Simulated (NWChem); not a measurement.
**Atomisation of diphosphane (H4P2)**

SMILES: PP
```xyz
6

P      1.0086     0.5217     0.0000
P     -1.0086    -0.5217     0.0000
H      1.5409    -0.3163     1.0313
H      1.5409    -0.3163    -1.0313
H     -1.5409     0.3163     1.0313
H     -1.5409     0.3163    -1.0313
```
Charge 0, spin multiplicity 1.

Everything below was run with NWChem. The geometry was optimised at B3LYP/def2-SVP, a minimum by its harmonic frequencies. It is one conformer; others weren't searched.

Basis set: def2-TZVP. The atomisation energy is electronic alone: no zero-point, thermal, spin-orbit or counterpoise terms. No value is extrapolated to the basis-set limit. Free atoms are single determinants with multiplicities P 4, H 2.

B3LYP has NWChem's definition, with VWN1-RPA local correlation. The stability of the SCF solutions was not checked. Open-shell Hartree-Fock references start from PBE0 orbitals.

One of these methods gave an atomisation energy of 248.5 kcal/mol. Which?
A) HF
B) PBE0
C) LDA (SVWN5)
D) B3LYP

A, HF. The others give 422.1 (LDA (SVWN5)), 372.1 (B3LYP), 365.1 (PBE0).
